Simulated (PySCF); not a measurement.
Calculation: B3LYP-D3(BJ)/def2-TZVP // B3LYP-D3(BJ)/def2-SVP run with PySCF 2.14.0. Isolated molecules, 0 K electronic values unless said otherwise. One relaxed conformer stands for a flexible species; it need not be the lowest. B3LYP has the VWN-RPA correlation part, as in Gaussian. Excitations are Tamm–Dancoff values on a coarser integration grid. The basis has no diffuse functions, so Rydberg states are missing or too high.

Reference species (SMILES): `[In]([SiH3])([SiH3])[SiH3]` (neutral, multiplicity 1).

```yaml
T1 excitation (TDA): 2.74 eV
brightest of the four lowest singlets (TDA): 5.51 eV
```

Changed species: `C[N](C)[In]([SiH3])[SiH3]` (C–N–In–Si torsion 1°) (1 of 3 SiH3 replaced by N(CH3)2; the reference has 0 of 3 SiH3 replaced by N(CH3)2).

**Question.** Predict the effect on the T1 excitation (TDA) and brightest of the four lowest singlets (TDA).

**Answer.** the T1 excitation (TDA) falls by 0.28 eV, to 2.46 eV; the brightest of the four lowest singlets (TDA) falls by 1.88 eV, to 3.63 eV.
